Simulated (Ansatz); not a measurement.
`C=CC[SiH2]Cl` → `C=CCCl` + `[SiH2]` at 600 K and 1 bar (silylene formation by 1,1-elimination).

Gas-phase electronic energies from Ansatz, PBE0-D4/def2-TZVP geometries. CBS: MP2 limit from def2 TZ/QZ plus the TZ coupled-cluster correction, frozen cores. This one scheme is used for every species. One conformer a species, not always the lowest.

| species | CCSD(T)/CBS energy (Eh) | H − E (kJ/mol) | S (J/(mol·K)) |
| --- | --- | --- | --- |
| `C=CC[SiH2]Cl` | -867.26144 | 298.7 | 451.8 |
| `C=CCCl` | -576.92074 | 232.7 | 363.4 |
| `[SiH2]` | -290.19011 | 52.1 | 233.9 |

H − E and S are ideal-gas, rigid-rotor, harmonic terms from PBE0-D4/def2-TZVP, for one conformer and one mirror image of each species. 1 Eh = 2625.50 kJ/mol, R = 8.31446 J/(mol·K).

Question: By hand: ΔE, ΔH, ΔS and ΔG.

Answer: ΔE = (-576.92074) + (-290.19011) − (-867.26144) = 0.15059 Eh = 395.4 kJ/mol. Δ(H − E) = 232.7 + 52.1 − 298.7 = -13.9, so ΔH = 381.5 kJ/mol. ΔS = 363.4 + 233.9 − 451.8 = 145.5 J/(mol·K). ΔG = 381.5 − 600 × (145.5)/1000 = 294.2 kJ/mol.

Question: By hand: the equilibrium constant, and the temperature at which ΔG would vanish if ΔH and ΔS stayed fixed.

Answer: log₁₀ K = −ΔG/(RT ln 10) = -25.6. ΔG = 0 at ΔH/ΔS = 2622 K, far beyond where these terms or the molecules hold.

The number of gas molecules changes by +1, which sets the sign of ΔS. A doubt of 5 kJ/mol in ΔE shifts log₁₀ K by 0.4 here. Other conformers and mirror images would add mixing entropy, several J/(mol·K) or more a flexible species. Modes under 60 cm⁻¹, often nearly free rotors, make the harmonic entropy too high. These are equilibria of isolated gas molecules and say nothing of rates. Largest T1 diagnostic: 0.014 (customary marks: 0.02 for closed shells, 0.045 for open ones).
